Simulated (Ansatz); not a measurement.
```yaml
crystal:
  periodic: [false, false, false]
  atoms:
    - {symbol: F, position_ang: [-1.509761, -2.274198, -0.362428]}
    - {symbol: Sb, position_ang: [-1.454498, -0.664806, 1.060871]}
    - {symbol: Si, position_ang: [0.373201, 0.894188, -0.595213]}
    - {symbol: Cl, position_ang: [0.540172, -1.580866, 2.511311]}
    - {symbol: H, position_ang: [1.581776, -0.118768, -1.115043]}
    - {symbol: H, position_ang: [0.991222, 2.127070, 0.337453]}
    - {symbol: H, position_ang: [-0.453456, 1.541111, -1.888247]}
basis:
  gaussian: {orbitals: def2-SVPD, fitting: {mean_field: cc-pVTZ-jkfit}}
hamiltonian: {xc: {name: r2SCAN50}}
output: {forces: true}
```

```sh
$ ansatz run in.yaml --threads 4 --pin off --events-out ev --progress --plain --max-ram 10444MiB
```

Task: How does Ansatz answer? (Best estimate.)

Result: Ansatz gave: The program refused the input.
```
Functional definition: r2SCAN50
Error: <dir> the basis set cc-pVTZ-JKFIT has no functions for Sb
```
